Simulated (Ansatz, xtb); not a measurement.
## Relative energy of two isomers of C7H4BN

We compare a, `C#CC1=CB(C#N)C=C1`, a singlet, with b, `C#CB1C=CC(C#N)=C1`, a singlet. Both are isolated molecules in the gas phase, relaxed with PBE0-D3(BJ)/def2-SVP.

a (Å):

```yaml
atoms:
  - { symbol: C, position_ang: [-1.2856, 2.4335, 3.8349] }
  - { symbol: C, position_ang: [-1.3211, 1.7920, 2.8031] }
  - { symbol: C, position_ang: [-1.3816, 1.0783, 1.5831] }
  - { symbol: C, position_ang: [-0.9373, -0.1822, 1.3388] }
  - { symbol: C, position_ang: [-0.9706, -1.7308, -0.9576] }
  - { symbol: C, position_ang: [-1.9553, 0.8610, -0.7084] }
  - { symbol: C, position_ang: [-1.9957, 1.7008, 0.3380] }
  - { symbol: B, position_ang: [-1.2646, -0.4472, -0.1660] }
  - { symbol: N, position_ang: [-0.7503, -2.6998, -1.5587] }
  - { symbol: H, position_ang: [-1.2477, 2.9897, 4.7542] }
  - { symbol: H, position_ang: [-0.4630, -0.8110, 2.0913] }
  - { symbol: H, position_ang: [-2.3393, 1.0987, -1.7007] }
  - { symbol: H, position_ang: [-2.4038, 2.7153, 0.3595] }
```

b (Å):

```xyz
13

C    -0.3084    1.7571    4.1445
C    -0.6961    1.4564    3.0270
C    -1.6697    2.0407    0.4925
C    -1.9932    1.2474   -0.5424
C    -1.7661   -0.2124   -0.2140
C    -2.0391   -1.2448   -1.1582
C    -1.2917   -0.3808    1.0407
B    -1.1763    1.0835    1.6447
N    -2.2681   -2.0700   -1.9415
H     0.0333    2.0225    5.1298
H    -1.7560    3.1274    0.4729
H    -2.3755    1.5548   -1.5199
H    -1.0608   -1.3528    1.4761
```

Estimate which is lower in electronic energy at CCSD(T)/def2-SVP + ΔMP2/def2-TZVPP, and by roughly how much.

CCSD(T)/def2-SVP + ΔMP2/def2-TZVPP gives E(b) − E(a) = −0.30 kcal/mol, slightly favouring structure b, which is too small a margin to settle the true order.

How the difference moves with the method:

| level | geometry | E(b) − E(a) (kcal/mol) | departure from the last row (kcal/mol) | job, with rough time for the two |
| --- | --- | --- | --- | --- |
| GFN2-xTB | GFN2-xTB | −3.36 | −3.06 | optimisation, 0.74 s |
| HF/STO-3G | GFN2-xTB | +0.21 | +0.51 | single point, 2 s |
| r2SCAN-D4/def2-SVP | GFN2-xTB | −0.26 | +0.04 | single point, 11 s |
| PBE0-D3(BJ)/def2-SVP | PBE0-D3(BJ)/def2-SVP | −0.23 | +0.07 | optimisation, 2.4 min |
| HF/def2-SVP | PBE0-D3(BJ)/def2-SVP | −0.41 | −0.11 | part of the CCSD(T) run |
| MP2/def2-SVP | PBE0-D3(BJ)/def2-SVP | +0.21 | +0.51 | part of the CCSD(T) run |
| CCSD(T)/def2-SVP | PBE0-D3(BJ)/def2-SVP | −0.19 | +0.10 | single point |
| CCSD(T)/def2-SVP + ΔMP2/def2-TZVPP | PBE0-D3(BJ)/def2-SVP | −0.30 |  | single point, 5 min |

As drawn, both hold the same kinds of bond in the same numbers.

The largest departure from CCSD(T)/def2-SVP + ΔMP2/def2-TZVPP is that of GFN2-xTB, 3.06 kcal/mol. The last row adds to CCSD(T) the change of the MP2 difference between the two basis sets, here −0.10 kcal/mol.

With thermal terms from frequencies at re-optimised GFN2-xTB minima (ideal gas, soft modes damped towards free rotors, one conformer each, 298.15 K, 1 atm): the zero-point term adds +0.15 kcal/mol; ΔH is −0.20 and ΔG −0.11 kcal/mol.

The correlated steps freeze 9 core orbitals. Run with Ansatz 0.2.0, xtb 6.7.1; the last row on 2 threads of Intel(R) Xeon(R) Processor @ 2.50GHz (Skylake/Cascade Lake) on a shared host.
